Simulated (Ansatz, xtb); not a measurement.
# Isomers of C6H7NO in order of energy

5 gas-phase structures of C6H7NO, from a drawn sample of its isomers (lower ones may exist). Each was relaxed with GFN2-xTB; where two conformers were screened, the lower at r2SCAN-D4/def2-SVP is listed:

A. `C=Cc1ncoc1C`, a singlet
B. `C=Cc1coc(C)n1`, a singlet
C. `C=Cc1nc(C)co1`, a singlet
D. `C=Cc1cnc(C)o1`, a singlet
E. `C=Cc1ncc(C)o1`, a singlet

**Question.** Which do you expect lowest at r2SCAN-D4/def2-SVP, and how would the others follow?

**Answer.** Calculated order at r2SCAN-D4/def2-SVP: D (0.0), E (5.8), B (6.0), C (9.3), A (14.7) kJ/mol. Less than 1 kcal/mol parts E and B; B and C, so the order within those pairs means little.

Energies above the lowest of each column, in kJ/mol; the last columns are at B3LYP-D3(BJ)/def2-SVP geometries:

| structure | GFN2-xTB | HF/STO-3G | r2SCAN-D4/def2-SVP | B3LYP-D3(BJ)/def2-SVP | CCSD(T)/def2-SVP + ΔMP2/def2-TZVPP |
| --- | --- | --- | --- | --- | --- |
| D | 0.0 | 0.0 | 0.0 | 0.0 | 0.0 |
| E | 3.8 | 1.7 | 5.8 | 5.8 | 6.6 |
| B | 5.5 | 4.3 | 6.0 | 5.3 | 3.4 |
| C | 5.1 | 8.3 | 9.3 | 9.3 | 9.4 |
| A | 10.9 | 10.8 | 14.7 | 9.3 | 7.9 |

Every level run on D puts it lowest or level with the lowest. CCSD(T)/def2-SVP + ΔMP2/def2-TZVPP orders those it was run on as D (0.0), B (3.4), E (6.6), A (7.9), C (9.4) kJ/mol. Less than 1 kcal/mol parts D and B; B and E; E and A; A and C, so the order within those pairs means little. Some further structures that were screened fall inside this span and aren't listed. Flexible structures stand in one conformer each, not always the lowest. ΔMP2 is the change of the MP2 energy from the smaller to the larger basis.

Over these structures GFN2-xTB departs from r2SCAN-D4/def2-SVP by 1.5 kJ/mol on average once a common shift is removed. A GFN2-xTB relaxation took about 0.16 s and the r2SCAN-D4/def2-SVP energy about 5.4 s on a shared host (Ansatz 0.2.0, xtb 6.7.1).
